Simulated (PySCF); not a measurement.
```xyz
3
charge 0 multiplicity 1, angstrom
Tl    0.0000    0.0000   -0.8721
O     0.0000    0.0000   -2.7432
I     0.0000    0.0000    1.7550
```

These are results of PySCF, PBE0, basis Tl def2-TZVP with ECP60, O def2-TZVP, I def2-TZVP with ECP28 (scalar-relativistic core potentials, no spin–orbit coupling, density fitting), not measurements.

This geometry of TlOI is a stationary point at this level.

Question: What is the point group?

Answer: C∞v.

Question: Is it a minimum?

Answer: Yes: all harmonic wavenumbers are real.

Question: What are the dipole moment and the gap between the highest occupied and lowest empty levels?

Answer: 3.58 D and 4.75 eV.

Question: Give the atomic charges and bond orders.

Answer: 
| atom | Mulliken | Löwdin | polar tensor | Mayer order to Tl1 |
| --- | --- | --- | --- | --- |
| Tl1 | 0.73 | 0.18 | 0.92 | – |
| O2 | -0.55 | -0.39 | -0.61 | 1.72 |
| I3 | -0.18 | 0.21 | -0.31 | 1.02 |

Other isomers or separated fragments may lie lower. With an element this heavy the missing spin–orbit coupling can shift these numbers.
